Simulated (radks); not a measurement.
All-electron atom: Er V in [Kr] 4d10 4f10 5s2 5p4 5f2 (not the ground configuration). Method: scalar-relativistic Kohn-Sham, LDA (Slater exchange, Perdew-Wang correlation), spin-polarised, spherical densities, finite nucleus; open shells are filled with parallel spins first (spin-orbit coupling, left out, can overturn this in heavy ions); Fermi nuclear charge, rms radius 5.2516 fm; computed with a radial shooting solver on a logarithmic mesh with Libxc functionals.

Unscreened Slater integrals over Kohn-Sham orbitals (cm^-1). They are taken over the spin-up orbitals. Empty in this configuration: 5d.

integral    value
F0(5f,5f)   65880
F2(5f,5f)   34973
F4(5f,5f)   23318
F6(5f,5f)   17253
F0(5f,4f)   87244
F2(5f,4f)   13430
F4(5f,4f)  5631.7
F6(5f,4f)  3521.9
G0(5f,4f)  5107.7
G2(5f,4f)  5248.1
G4(5f,4f)  3813.4
G6(5f,4f)  2885.2
F0(5f,5p)   82122
F2(5f,5p)   25250
G2(5f,5p)   11640
G4(5f,5p)  8072.2
F0(5f,5s)   83174
G3(5f,5s)  5812.8
F0(5f,5d)   79112
F2(5f,5d)   32149
F4(5f,5d)   18856
G1(5f,5d)   30537
G3(5f,5d)   18943
G5(5f,5d)   13519
F0(4f,4f)  284720
F2(4f,4f)  136630
F4(4f,4f)   85963
F6(4f,4f)   61908
F0(4f,5p)  178140
F2(4f,5p)   61048
G2(4f,5p)   29002
G4(4f,5p)   23212
F0(4f,5s)  196480
G3(4f,5s)   34215
F0(4f,5d)  144310
F2(4f,5d)   39529
F4(4f,5d)   19800
G1(4f,5d)   16797
G3(4f,5d)   14702
G5(4f,5d)   11493
F0(5p,5p)  148080
F2(5p,5p)   80491
F0(5p,5s)  156680
G1(5p,5s)  105800
F0(5p,5d)  127870
F2(5p,5d)   65200
G1(5p,5d)   78466
G3(5p,5d)   49139
F0(5s,5s)  167560
F0(5s,5d)  132710
G2(5s,5d)   52548
F0(5d,5d)  115010
F2(5d,5d)   61536
F4(5d,5d)   41469

Derived for the open shells (J is the average intra-shell exchange parameter used in DFT+U). 4f: F4/F2 = 0.629, F6/F2 = 0.453, J = (286 F2 + 195 F4 + 250 F6)/6435 = 11080 cm^-1. 5p: J = F2/5 = 16100 cm^-1. 5f: F4/F2 = 0.667, F6/F2 = 0.493, J = (286 F2 + 195 F4 + 250 F6)/6435 = 2931 cm^-1.
